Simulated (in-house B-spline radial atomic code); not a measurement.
Values are calculated unless marked as measured or tabulated.
# Ni ion on Ge atom: potential, deflection and energy transfer

The pair potential comes from two frozen, spherical free-atom densities (PBE, B-spline radial code, scalar-relativistic past argon): electrostatics plus the change in Thomas-Fermi kinetic and Dirac exchange energy where they overlap, the recipe behind the universal ZBL potential, which averages such potentials (from solid-state densities) over many pairs. It is written V = (Z1 Z2 e²/r) φ(r/a), with e² = 14.3996 eV·Å and a = 0.46850 Å/(Z1^0.23 + Z2^0.23); ZBL's fit is φ = 0.18175 e^(−3.1998x) + 0.50986 e^(−0.94229x) + 0.28022 e^(−0.4029x) + 0.02817 e^(−0.20162x). Where φ falls below 4e-4 it is continued as an exponential.

Masses 58.69 and 72.63 u.

```csv
x = r/a,"φ, this pair","φ, ZBL"
0.1,0.8935,0.8928
0.25,0.7722,0.7647
0.5,0.6241,0.6096
1,0.4319,0.4164
1.5,0.3132,0.2995
2,0.2334,0.2218
3,0.1371,0.1292
4,0.08404,0.08026
5,0.0541,0.05224
6.5,0.02974,0.02914
8,0.0167,0.01705
10,0.008211,0.008778
12,0.004448,0.00474
14.5,0.002246,0.002328
17,0.001163,0.001212
20,0.0005233,0.0005882
```

(1) At x = 0.5 the electrostatic, kinetic and exchange parts are 124539.44, 26410.53 and -697.19 eV. Find r, V and φ.

(2) The ion comes in at 217.7 keV with impact parameter 0.0536 Å. The scattering integral gives a centre-of-mass angle of 64.13° and a closest approach of 0.8053 a. What are the reduced energy, the energy passed on and the laboratory angles?

Answers

(1) a = 0.46850/(2.1520 + 2.2191) = 0.10718 Å, so r = 0.05359 Å. V = 124539.44 + 26410.53 + (-697.19) = 150252.78 eV. The bare repulsion is 28 × 32 × 14.3996/0.05359 = 240760 eV, so φ = 0.6241, +2.4 % against ZBL's 0.6096. The kinetic (Pauli) term is 18 % of V here.

(2) ε = E a M2/(Z1 Z2 e² (M1 + M2)) = 217700 × 4.5945e-06 = 1. The most that one collision can pass on is γE with γ = 4 M1 M2/(M1 + M2)² = 0.9887. Here T = γE sin²(θ/2) = 0.9887 × 217700 × 0.2818 = 60650 eV. The ion turns by arctan(sin θ/(cos θ + M1/M2)) = 35.9°, and the struck atom leaves at (180° − θ)/2 = 57.9°. The closest approach is 0.086 Å. With ZBL the angle would be 63.04° and T = 58810 eV.
